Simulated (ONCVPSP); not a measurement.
# Logarithmic derivatives: titanium, ONCV

```
Element                 : titanium
Generator               : ONCVPSP 4.0.1
Type                    : optimised norm-conserving Vanderbilt (ONCV)
Functional              : LDA (Perdew-Wang 92)
Relativity              : fully relativistic
Frozen core             : [Ne]
Valence charge          : 12
Reference configuration : 3s2 3p6 3d2 4s2
Partial waves           : 3s+4s: rc 2.00 bohr, ncon 5, nbas 10, qcut 5.2 1/bohr, 2 projectors; 3p: rc 1.35 bohr, ncon 5, nbas 9, qcut 9.1 1/bohr, 2 projectors, debl 0.5 Ha; 3d: rc 1.80 bohr, ncon 3, nbas 7, qcut 10.3 1/bohr, 3 projectors, debl 3 Ha
Local potential         : polynomial inside 1.05 bohr (lpopt 5, dvloc0 3 Ha)
Core correction         : none
```

Open shells are filled in proportion to 2j + 1.

In the p channel the program set the typed energies aside and used -1.417, 0.250 Ha (j = l + 1/2; the other j can differ).

The phase is arctan(r·R′/R) of the radial function R(r), unwrapped; energies in Ha, scanned from -4 to 5 Ha. A pole is an energy at which the radial function vanishes at the test radius. The pseudo phase is shifted by a multiple of π to meet the all-electron one at the reference energy, and phase errors are pseudo minus all-electron; the curves can meet again beyond the range given. Levels narrower than the energy grid can be missing from the lists of poles.

```tsv
channel	radius (bohr)	reference energy (Ha)	poles, all-electron	poles, pseudo	unbroken range about the reference energy with phases within 0.05 rad	phase error 1 Ha above the reference energy (rad)
s	2.03	-0.17	-2.18, 3.12	-2.18, 3.01	below 4.2	-0.002
p3/2	1.37	-1.42	0.05	0.05	the whole range	+0.000
p1/2	1.37	-1.44	-0.01	-0.01	the whole range	+0.000
d5/2	1.83	-0.16	0.39	0.39	the whole range	+0.000
d3/2	1.83	-0.17	0.38	0.38	the whole range	+0.000
```

Phases in the d3/2 channel:

| E (Ha) | all-electron | pseudo |
| --- | --- | --- |
| -3.98 | 1.327 | 1.327 |
| -3.74 | 1.317 | 1.317 |
| -3.50 | 1.305 | 1.305 |
| -3.26 | 1.292 | 1.292 |
| -3.02 | 1.277 | 1.277 |
| -2.78 | 1.260 | 1.260 |
| -2.54 | 1.239 | 1.239 |
| -2.30 | 1.214 | 1.214 |
| -2.06 | 1.182 | 1.182 |
| -1.82 | 1.141 | 1.141 |
| -1.58 | 1.085 | 1.085 |
| -1.34 | 1.004 | 1.004 |
| -1.10 | 0.874 | 0.874 |
| -0.86 | 0.638 | 0.638 |
| -0.62 | 0.154 | 0.154 |
| -0.38 | -0.597 | -0.597 |
| -0.14 | -1.125 | -1.125 |
| 0.10 | -1.392 | -1.392 |
| 0.34 | -1.548 | -1.548 |
| 0.58 | -1.661 | -1.661 |
| 0.82 | -1.759 | -1.759 |
| 1.06 | -1.863 | -1.863 |
| 1.30 | -1.990 | -1.990 |
| 1.54 | -2.171 | -2.171 |
| 1.78 | -2.467 | -2.467 |
| 2.02 | -2.953 | -2.953 |
| 2.26 | -3.526 | -3.526 |
| 2.50 | -3.935 | -3.935 |
| 2.74 | -4.172 | -4.172 |
| 2.98 | -4.315 | -4.315 |
| 3.22 | -4.408 | -4.408 |
| 3.46 | -4.475 | -4.475 |
| 3.70 | -4.525 | -4.525 |
| 3.94 | -4.564 | -4.564 |
| 4.18 | -4.597 | -4.597 |
| 4.42 | -4.624 | -4.624 |
| 4.66 | -4.648 | -4.648 |
| 4.90 | -4.670 | -4.670 |
